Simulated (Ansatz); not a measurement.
Calculated with Ansatz (gas phase, PBE0-D4/def2-TZVP geometries, no zero-point term in ΔE). CBS: MP2 limit from def2 TZ/QZ plus the TZ coupled-cluster correction, frozen cores. Functionals use def2-TZVPP. For Ga outer-core shells are correlated without core-valence functions, which leaves a few kJ/mol of doubt a bond. Scalar relativity is left out up to krypton.

Reaction (redistribution): `B[SiH2]C#N` + `C[O][GaH2]` → `BOC` + `N#C[SiH2][GaH2]`

Problem. Is it downhill or uphill in electronic energy at CCSD(T)/CBS, and by how much? (An estimate is asked.)

Solution. The calculation gave: Downhill: ΔE = -28.5 kcal/mol.

Problem. What do these levels give: CAM-B3LYP-D4, ωB97X-V, PBE-QIDH, SCS-MP2/def2-TZVPP, MP2/def2-QZVPP, HF/CBS(def2)? (Best estimate.)

Solution. The calculation gave: CAM-B3LYP-D4 -29.7, ωB97X-V -28.3, PBE-QIDH -29.6, SCS-MP2/def2-TZVPP -27.6, MP2/def2-QZVPP -28.3, HF/CBS(def2) -27.7 kcal/mol.

Largest T1 diagnostic among the species: 0.015.

From r2SCAN to r2SCAN0 (25 % exact exchange), in def2-TZVPP and without D4, ΔE moves by −0.7 kcal/mol. At CCSD(T), def2-SVP lies −2.2 kcal/mol from the extrapolated value and def2-TZVPP +0.1 kcal/mol. Leaving LDA and LC-ωPBE aside and taking each functional with its dispersion term where it has one, the values, not all of them listed here, spread over 2.5 kcal/mol, from HSE06-D4 to ωB97X-V. LDA lies −2.0 kcal/mol from PBE without D4.
